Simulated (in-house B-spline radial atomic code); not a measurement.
Radial electron density of the scandium ion Sc⁺, [Ar] 3d1 4s1. Level of theory: scalar-relativistic (X2C) LDA VWN5, spin-polarised, spherical fractional occupations, Fermi nucleus of rms radius 3.5459 fm; calculated with an all-electron radial atomic-structure program (B-spline basis).

Columns: r (bohr), 4πr²n(r) (electrons per bohr), bar.

```
 0.00259   0.5608 #
 0.00316   0.8011 #
 0.00386    1.141 ##
 0.00472     1.62 ###
 0.00576    2.274 ####
 0.00704    3.172 #####
  0.0086    4.372 #######
  0.0105     5.94 ##########
  0.0128     7.92 #############
  0.0157    10.43 ##################
  0.0191    13.26 ######################
  0.0234    16.48 ############################
  0.0285    19.63 #################################
  0.0349    22.45 ######################################
  0.0426     24.3 #########################################
   0.052    24.78 ##########################################
  0.0635    23.74 ########################################
  0.0776    21.55 #####################################
  0.0948    19.29 #################################
   0.116     18.3 ###############################
   0.141    19.48 #################################
   0.173    22.59 ######################################
   0.211    25.56 ###########################################
   0.258    25.97 ############################################
   0.315    22.43 ######################################
   0.384    16.15 ###########################
   0.469    10.11 #################
   0.573    7.162 ############
     0.7    7.489 #############
   0.855    8.758 ###############
    1.04    8.615 ###############
    1.28    6.531 ###########
    1.56    3.947 #######
     1.9     2.02 ###
    2.33    1.019 ##
    2.84   0.6343 #
    3.47   0.4177 #
    4.24   0.2269 
    5.18  0.08748 
    6.32  0.02214 
    7.72 0.003348 
    9.43 0.0002803 
    11.5 1.208e-05
```

On this grid the curve has 3 maxima, near 0.052, 0.258, 0.855 bohr.

The 3d up radial function P(r) = rR(r), positive near the nucleus:

| r (bohr) | P |
| --- | --- |
| 0.0285 | 0.0009133 |
| 0.0426 | 0.002761 |
| 0.0635 | 0.007967 |
| 0.0948 | 0.02184 |
| 0.141 | 0.05505 |
| 0.211 | 0.1273 |
| 0.315 | 0.258 |
| 0.469 | 0.4454 |
| 0.7 | 0.6389 |
| 1.04 | 0.7351 |
| 1.56 | 0.6716 |
| 2.33 | 0.4847 |
| 3.47 | 0.2616 |
| 5.18 | 0.08686 |
| 7.72 | 0.01337 |
Radii and densities under X2C are those of the two-component orbitals, without the picture-change correction, which makes inner s shells of heavy atoms about 5 % too small.
